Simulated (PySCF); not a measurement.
PySCF input (M06-2X/6-31G* with LANL2DZ past Ar (5d)):

```python
from pyscf import gto, dft

mol = gto.M(
    atom='''
    Ga   -0.07291982    0.12343991    0.28867848
    F    -1.37584435   -1.01626928   -0.32617332
    F     0.13343100    1.42660418   -0.98951333
    F     1.49358161   -0.83551680    0.32134966
    ''',
    basis={'default': '6-31g*', 'Ga': 'lanl2dz'},
    ecp={'Ga': 'lanl2dz'},
    charge=-1,
    spin=1,
    verbose=4,
)

mf = dft.UKS(mol, xc='m062x')
mf.grids.level = 4
mf.conv_tol = 1e-9
mf.max_cycle = 100
mf.max_memory = 1500
mf.kernel()
if not mf.converged:
    mf = mf.newton()
    mf.kernel(mf.make_rdm1())
mo, _, stable, _ = mf.stability(return_status=True)
if not stable:
    mf.kernel(mf.make_rdm1(mo, mf.mo_occ))
    stable = mf.stability(return_status=True)[2]
mf.dip_moment()
```

From the last part of the output:

```
  HOMO = -0.0297271444543  LUMO = 0.154641557004  gap/eV = 5.01693
cycle= 7 E= -301.608660476814  delta_E= -2.34e-06  |g|= 0.000371  |ddm|= 0.00318
  alpha nocc = 16  HOMO = -0.0297692231395423  LUMO = 0.252106735560838
  beta  nocc = 15  HOMO = -0.208553477492088  LUMO = 0.154724069156742
  HOMO = -0.0297692231395  LUMO = 0.154724069157  gap/eV = 5.02032
cycle= 8 E= -301.608660796065  delta_E= -3.19e-07  |g|= 0.000202  |ddm|= 0.00113
  alpha nocc = 16  HOMO = -0.0297752177609105  LUMO = 0.252084112025201
  beta  nocc = 15  HOMO = -0.208539706333041  LUMO = 0.154735406896734
  HOMO = -0.0297752177609  LUMO = 0.154735406897  gap/eV = 5.02079
cycle= 9 E= -301.608660822521  delta_E= -2.65e-08  |g|= 5.62e-05  |ddm|= 0.00025
  alpha nocc = 16  HOMO = -0.0297782469031453  LUMO = 0.252084632710274
  beta  nocc = 15  HOMO = -0.208535932284347  LUMO = 0.154743246445527
  HOMO = -0.0297782469031  LUMO = 0.154743246446  gap/eV = 5.02109
cycle= 10 E= -301.608660825904  delta_E= -3.38e-09  |g|= 7.43e-06  |ddm|= 0.000125
  alpha nocc = 16  HOMO = -0.0297781463970281  LUMO = 0.252081929862225
  beta  nocc = 15  HOMO = -0.208536741816427  LUMO = 0.154742412863015
  HOMO = -0.029778146397  LUMO = 0.154742412863  gap/eV = 5.02106
cycle= 11 E= -301.608660825989  delta_E= -8.52e-11  |g|= 2.56e-06  |ddm|= 1.85e-05
  alpha nocc = 16  HOMO = -0.0297780706738919  LUMO = 0.252082117592073
  beta  nocc = 15  HOMO = -0.208537715337206  LUMO = 0.154742493240196
  HOMO = -0.0297780706739  LUMO = 0.15474249324  gap/eV = 5.02106
Extra cycle  E= -301.608660825994  delta_E= -4.66e-12  |g|= 2.03e-06  |ddm|= 3.62e-06
converged SCF energy = -301.608660825994  <S^2> = 0.7522652  2S+1 = 2.0022639
uhf_internal: lowest eigs of H = [0.38753302 0.38758985 0.41307192]
<class 'pyscf.dft.uks.UKS'> wavefunction is stable in the internal stability analysis

WARN: System has nonzero charge -1; the dipole moment is origin-dependent.
Location of origin: [0. 0. 0.]

Dipole moment(X, Y, Z, Debye): -0.45360,  0.76751,  1.79533
```

The dipole moment of an ion depends on the origin.
